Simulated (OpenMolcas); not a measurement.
## Lines of Xe4+: computed and rescaled rates

```yaml
Program: OpenMolcas 26.06
Method: "MS-RASPT2, IPEA 0.25 Eh, imaginary shift 0.1 Eh (closed shells correlated: 4d)"
Basis: ANO-RCC-VQZP [8s7p5d3f2g]
Scalar_Hamiltonian: DKH2, point nucleus
Active_space: 4 electrons in 9 orbitals (RAS2 5s 5p; RAS3 5d, at most 2 electrons)
State_averaging: 2S+1 = 3 even, 6 roots; 2S+1 = 1 even, 12 roots; 2S+1 = 5 odd, 1 root; 2S+1 = 3 odd, 9 roots; 2S+1 = 1 odd, 8 roots
Spin-orbit_coupling: state interaction with AMFI integrals over the reference wave functions, term energies averaged over their components
```

Rates come from the transition moments of the reference wave functions (E1 and E2 in the length form). At fixed line strength A goes as λ^-3 for E1 and M1 and as λ^-5 for E2, so a rate at the computed wavelength can be rescaled to the measured one. Measured vacuum wavelengths follow from level energies in Saloman, J. Phys. Chem. Ref. Data 33, 765 (2004). Branching counts decays inside the model space alone, at computed energies, and the table is only a selection of the E2 and M1 lines, drawn from those between levels with measured partners whose computed energy lies within a factor of 1.5 of the measured one.

```tsv
Upper	Lower	Type	λ computed (nm)	λ measured (nm)	A computed (s-1)	A rescaled (s-1)	Branching %
5s2 5p2 3P2 [72 %]	5s2 5p2 3P1	M1	2134	2068	1.01e+00	1.11e+00	94.2
5s2 5p2 3P1	5s2 5p2 3P0	M1	1277	1076	7.93e+00	1.33e+01	100.0
5s2 5p2 3P2 [72 %]	5s2 5p2 3P0	E2	798.8	707.9	6.12e-02	1.12e-01	5.7
5s2 5p2 1D2 [72 %]	5s2 5p2 3P2 [72 %]	M1	758	700.1	1.88e+01		46.1
5s2 5p2 1S0	5s2 5p2 1D2 [72 %]	E2	603.4	622.7	3.18e+00	2.72e+00	1.6
5s2 5p2 1D2 [72 %]	5s2 5p2 3P1	M1	559.3	523	2.16e+01		53.0
5s2 5p2 1S0	5s2 5p2 3P2 [72 %]	E2	336	329.6	1.09e+01		5.3
5s2 5p2 1S0	5s2 5p2 3P1	M1	290.3	284.3	1.91e+02		93.1
```

Spin-changing lines and M1 lines between different terms are not rescaled, since their strength hangs on the term gaps too.

The largest correction is for 5s2 5p2 3P2 [72 %] → 5s2 5p2 3P0 (E2): 6.12e-02 × (798.8 / 707.9)^5 = 1.12e-01 s-1, a factor of 1.83.

No measured rate stands beside these. Rescaling mends the energy factor alone: line strengths can still be far off where a level mixes with configurations outside the active space, and weak or spin-changing lines hang on small mixing coefficients that depend on the term gaps too, so rescaling need not improve them.

CASPT2 does not keep the components of a term degenerate, so their means are used; among the terms shown or strongly mixed into the levels shown the widest spread is 20 cm-1 (5s2 5p2 1D). Active for correlation alone: 5d; no level in the range computed is led by a configuration that fills it, so any true level of that kind is missing. Some terms miss by over 15 % even with CASPT2, which points to a basis or an active space too small for the shells correlated. Computed and measured levels are paired by configuration, term and J; levels that our copy of the source lacks, or whose pairing is in doubt (as where it misses far off the trend of its configuration), stay unpaired. Only configurations of the active space appear.

A share in square brackets marks a mixed level and gives the weight of the term that names it.
